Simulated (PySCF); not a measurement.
## Field gradients at the hydrogen positions

C₇H₆F₄.
Geometry (GFN2-xTB, Å), atoms numbered from 1 in this order:
```
atom  x, y, z in Å
C1    -0.5873   -1.9753    0.3786
C2    -0.3130   -0.5835    0.9680
C3     0.7135    0.1033    0.2004
C4     1.5291    0.6718   -0.4688
C5     2.5724    1.3276   -1.2303
F6     3.8206    0.9688   -0.7736
C7    -1.5710    0.2438    1.0107
F8    -2.1330    0.3896    2.2256
C9    -2.1645    0.8062   -0.0341
F10   -3.2779    1.5236   -0.0025
F11   -1.7016    0.7141   -1.2755
H12   -0.9388   -1.8879   -0.6462
H13    0.3294   -2.5586    0.3819
H14   -1.3379   -2.4938    0.9703
H15    0.0354   -0.6899    2.0019
H16    2.5209    1.0347   -2.2860
H17    2.4967    2.4175   -1.1314
```

Level: PBE0/pcSseg-1 (PySCF, non-relativistic); Q(2H) = 0.00286 b; rigid geometry, the same for H and D, with no vibrational averaging.

Q: Give the electric field gradient Vzz (the principal value of largest size), its asymmetry and the 2H coupling at each hydrogen.

A: 
```json
{"atom": "H12", "bonded to": "C1", "bond length (Å)": "1.087", "Vzz (au)": "0.3106", "η": "0.04", "χzz (kHz)": "209"}
{"atom": "H13", "bonded to": "C1", "bond length (Å)": "1.087", "Vzz (au)": "0.3132", "η": "0.03", "χzz (kHz)": "210"}
{"atom": "H14", "bonded to": "C1", "bond length (Å)": "1.087", "Vzz (au)": "0.3125", "η": "0.04", "χzz (kHz)": "210"}
{"atom": "H15", "bonded to": "C2", "bond length (Å)": "1.096", "Vzz (au)": "0.2880", "η": "0.02", "χzz (kHz)": "194"}
{"atom": "H16", "bonded to": "C5", "bond length (Å)": "1.097", "Vzz (au)": "0.2829", "η": "0.07", "χzz (kHz)": "190"}
{"atom": "H17", "bonded to": "C5", "bond length (Å)": "1.097", "Vzz (au)": "0.2826", "η": "0.07", "χzz (kHz)": "190"}
```

Q: Give the 2H NMR doublet splittings at H14 for a magnetic field along the z, y and x axes of the gradient: 3χ/2, 3χ(1 + η)/4, 3χ(1 − η)/4.

A: With |χ| = 210.0 kHz and η = 0.035: 315, 163 and 152 kHz, to first order and without motion.

Isolated species at its GFN2-xTB geometry (one conformer only). GFN2-xTB bond lengths can be off by several hundredths of an ångström, more for odd bonds, and the gradients follow them. These gradients aren't converged with respect to the basis.

The run behind these numbers computed NMR shieldings as well. Hardware: Arm Neoverse N1, one thread, no GPU, on a shared host. Cost: 70 s wall.
